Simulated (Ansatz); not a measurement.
A made-up structure of LiSiH2Se, doublet:

```xyz
5
angstrom
Li -1.0358 -1.4894 0.7281
Se 1.4222 -0.8784 1.2148
Si 0.3208 0.5852 -0.3742
H -1.2887 0.0399 -0.5771
H 0.5815 1.7427 -0.9917
```

It is relaxed with PBE-D4/def2-SVP and then PBE0-D4/def2-TZVP (Ansatz 0.2.0). Atoms count as bonded within 1.22 times the sum of their covalent radii (H–H: 0.88 Å). The end point is not checked to be a true minimum.

Q: Does its bonding change? (A judgement: the text doesn't fix the answer.)

A: The calculation gives: Yes. Formed: Li1–H4; broken: none.

Where it ends: The first stage lowers the energy by 1.26 eV in 8 steps. It ends as LiSiH₂Se ([H]1[Li]2[Se][SiH]12):
```xyz
5
angstrom
Li -1.0098 -1.1631 0.8731
Se 1.2835 -0.8076 1.0516
Si 0.4165 0.2687 -0.6722
H -1.1009 -0.0623 -0.6447
H 0.4107 1.7643 -0.6079
```

Labels in which every atom is bracketed show which atoms are joined, not bond orders.

For scale, one of the runs: PBE0-D4/def2-TZVP relaxation, 111 basis functions, launched by `ansatz run in.yaml --threads 2 --pin off --events-out ev --progress --plain --max-ram 4352MiB`. Hardware: 2 CPU threads of an Arm Neoverse V1, shared host. Wall time about 26 s.
